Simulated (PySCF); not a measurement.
**Static response to an electric field**

Species: C₈H₉F₃.
Cartesian coordinates in Å at the PBE0-D3(BJ)/def2-SVP level; atoms count from 1:
```
atom  x, y, z in Å
C1     0.9207   -1.4745   -1.6648
C2     0.4267   -0.5841   -0.7869
C3     1.1213   -0.2726    0.4621
C4     0.6939    0.5749    1.4112
C5     1.4155    0.8649    2.6810
C6    -0.8715    0.0939   -1.0708
C7    -0.9731    1.3455   -1.5193
C8    -2.1081   -0.7241   -0.8069
F9    -3.2315   -0.0325   -1.0078
F10   -2.1593   -1.8016   -1.5998
F11   -2.1276   -1.1643    0.4551
H12    1.8653   -1.9887   -1.4673
H13    0.3949   -1.7150   -2.5906
H14    2.0691   -0.8036    0.6111
H15   -0.2589    1.0947    1.2572
H16    0.7937    0.6089    3.5555
H17    2.3589    0.3045    2.7555
H18    1.6458    1.9401    2.7708
H19   -1.9464    1.8015   -1.7114
H20   -0.0765    1.9417   -1.7041
```

Level: CAM-B3LYP/def2-SVPD (PySCF), static field, nuclei fixed, core orbitals frozen in the response. The polarisability tensor in these axes (au):

```
x    91.04  -7.33   4.84
y    -7.33 102.31  18.72
z     4.84  18.72 115.36
```

Q: What are the eigenvalues, a third of the trace, and Δα (Δα² = ½Σ(αi − αj)² over the three pairs)?

A: Principal values 81.18, 98.87 and 128.66 au; mean 102.90 au = 15.25 Å³ = 16.97 × 10⁻⁴⁰ C²·m²/J; Δα = 41.57 au (40 % of the mean).

Q: What is the dipole moment, and where does it point?

A: (1.99, 1.67, 0.19) D, 2.60 D in size, pointing from the negative to the positive side. Measured along this direction, the outermost atoms are F10 at the negative end and H18 at the positive end.

Q: Molar refractivity from α?

A: Lorentz–Lorenz: R = (4π/3)N_A α = 2.5225 cm³/(mol·Å³) × 15.25 Å³ = 38.5 cm³/mol, in the limit of long wavelengths.

Q: Refractivity n − 1 of an ideal gas of it at 298.15 K and 1 atm, from the electronic α?

A: N = p/kT = 2.4615 × 10¹⁹ cm⁻³, so n − 1 = 2π × N × 15.25 × 10⁻²⁴ cm³ = 2358 × 10⁻⁶ at long wavelengths, for an ideal gas.

Q: What are the principal values of the traceless quadrupole moment, Θ = ½Σq(3rr − r²1), about the centre of nuclear charge?

A: -6.14, 2.27, 3.87 D·Å. The values depend on the origin, since the dipole doesn't vanish. The electronic extent ⟨r²⟩ about the same centre is 1883 bohr², a root-mean-square distance of 2.51 Å for the 84 electrons.

Isolated species at its PBE0-D3(BJ)/def2-SVP geometry (one conformer only).
